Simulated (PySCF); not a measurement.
## Spin-rotation constants: `InChI=1S/CH2Cl.CH3.Al.2H/c1-2;;;;/h1H2;1H3;;;/q;;-1;;`, charge -1

Geometry:
```csv
atom,x (Å),y (Å),z (Å)
C1,-1.645,0.202,0.483
Al2,-0.078,-0.745,-0.391
C3,1.528,0.484,-0.091
Cl4,3.106,-0.150,-0.761
H5,-1.834,1.197,0.037
H6,-1.487,0.361,1.566
H7,-2.585,-0.373,0.382
H8,0.205,-2.193,0.334
H9,-0.332,-0.921,-2.005
H10,1.729,0.665,0.979
H11,1.401,1.475,-0.559
```

Total charge -1.

Theory: GIAO B3LYP/ANO-RCC-VDZP magnetisability, rotational g tensor and spin-rotation constants, non-relativistic, gas phase (PySCF). Geometry: PBE0-D3(BJ)/def2-SVP.

For an ion the centre-of-mass motion in the field is neglected.

(1) Give the nuclear spin-rotation constants along the inertial axes (H = +C I·J) beside the isotropic shieldings.

Results:

(1) Rotational constants 13.2986, 1.5660, 1.4567 GHz. A star marks the isotopologue with that one atom substituted, in its own axes.
| atom | isotope | Caa (kHz) | Cbb (kHz) | Ccc (kHz) | mean (kHz) | σ (ppm) |
| --- | --- | --- | --- | --- | --- | --- |
| Al2 | 27Al | 9.746 | 1.193 | 1.032 | 3.990 | 335.8 |
| Cl4 | 35Cl | 0.356 | 0.228 | 0.181 | 0.255 | 991.0 |
| H5 | 1H | -1.319 | -0.090 | -0.038 | -0.482 | 32.9 |
| H6 | 1H | -1.320 | -0.091 | -0.037 | -0.483 | 32.9 |
| H7 | 1H | -0.118 | -0.102 | -0.156 | -0.125 | 32.8 |
| H8 | 1H | -0.719 | -0.033 | 0.013 | -0.246 | 27.9 |
| H9 | 1H | -0.720 | -0.033 | 0.014 | -0.246 | 27.9 |
| H10 | 1H | -1.349 | -0.051 | 0.021 | -0.460 | 29.1 |
| H11 | 1H | -1.347 | -0.056 | 0.026 | -0.459 | 29.1 |
| C1 | 13C* | 1.570 | 0.167 | 0.154 | 0.630 | 192.8 |
| C3 | 13C* | 1.830 | 0.309 | 0.359 | 0.832 | 138.0 |

For the geometry as given, no vibrational averaging.
